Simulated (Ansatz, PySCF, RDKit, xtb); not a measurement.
Two conformers of C4H8O (SMILES C=CCOC), B3LYP-D3(BJ)/def2-TZVP minima.
Conformer 1 (charge 0, multiplicity 1, Z-matrix in Å and degrees):
```
C
H 1 1.0927
H 1 1.0988 2 108.05
O 1 1.4202 2 105.10 3 -117.95
C 4 1.4140 1 113.46 2 169.57
H 5 1.0887 4 106.94 1 -177.96
H 5 1.0951 6 109.21 4 121.45
H 5 1.0979 6 109.07 7 118.32
C 1 1.4996 2 110.03 3 120.20
C 9 1.3260 1 124.46 2 -117.71
H 10 1.0826 9 121.88 1 178.84
H 10 1.0846 11 116.78 9 179.50
H 9 1.0865 10 120.18 11 -1.18
```
Conformer 2 (charge 0, multiplicity 1):
```xyz
13

C     -2.31479    -0.08142    -0.29024
C     -1.01029    -0.14937    -0.51766
C      0.00115    -0.50653     0.53015
O      0.97332     0.50831     0.74805
C      1.97064     0.57635    -0.24847
H     -2.72681    -0.27585     0.69395
H     -3.01972     0.16599    -1.07365
H     -0.63068     0.05259    -1.51462
H     -0.49656    -0.65867     1.48880
H      0.50931    -1.44429     0.25954
H      2.47153    -0.39242    -0.37605
H      2.70195     1.31271     0.08146
H      1.57095     0.89261    -1.21878
```

No zero-point or thermal terms.

Rows in 3-21G carry no dispersion term and start afresh at each structure.

Codes used: Ansatz (Gaussian basis) for Hartree–Fock, density functionals and correlated methods; PySCF for 3-21G rows, the dispersion terms; RDKit for the force fields; xtb for the GFN methods. 

Q: One of these levels gives 99.4 meV for the electronic energy of conformer 2 less that of conformer 1. Name it.
A) HF/3-21G
B) GFN-FF
C) r2SCAN-D4/def2-TZVPP
D) MMFF94

A: A, HF/3-21G. The others give 50.2 (MMFF94), 23.0 (GFN-FF), 68.2 (r2SCAN-D4/def2-TZVPP)

Ansatz is a program for electronic structure.
